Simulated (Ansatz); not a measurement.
C3H12FGeInSi, SMILES `CC[C@@H]([GeH3])[Si@@H](F)[InH2]`. The species carries charge 0 and has multiplicity 1. Correlated methods include outer-core shells of Ge, In, which these sets cover unevenly. Scalar relativity is left out up to krypton. In takes the def2 core potential.

```xyz
19

C     1.167    0.735   -1.313
C     1.304    0.007    0.014
C     0.054    0.073    0.901
Ge   -0.315    1.892    1.577
Si   -1.475   -0.714    0.163
F    -2.219    0.341   -0.811
In   -0.889   -2.863   -1.155
H     2.074    0.629   -1.913
H     0.329    0.351   -1.904
H     0.988    1.803   -1.169
H     2.166    0.408    0.559
H     1.548   -1.048   -0.177
H     0.233   -0.510    1.815
H    -1.392    1.816    2.672
H    -0.794    2.841    0.469
H     0.988    2.454    2.182
H    -2.437   -0.976    1.274
H    -1.200   -3.050   -2.845
H    -0.128   -4.190   -0.339
```

(1) Give the diagnostics of a CCSD(T)/def2-TZVPP run (frozen core, the Gaussian-basis code of Ansatz). (An estimate is asked.)

## Answers

(1) Ansatz gave: T1 = 0.0124, largest single amplitude 0.013, largest double 0.018, (T) share of the correlation energy 3.4 %, 9 CCSD cycles. The RHF solution is stable towards an unrestricted one. T1 lies under the customary mark of 0.02 for closed shells.
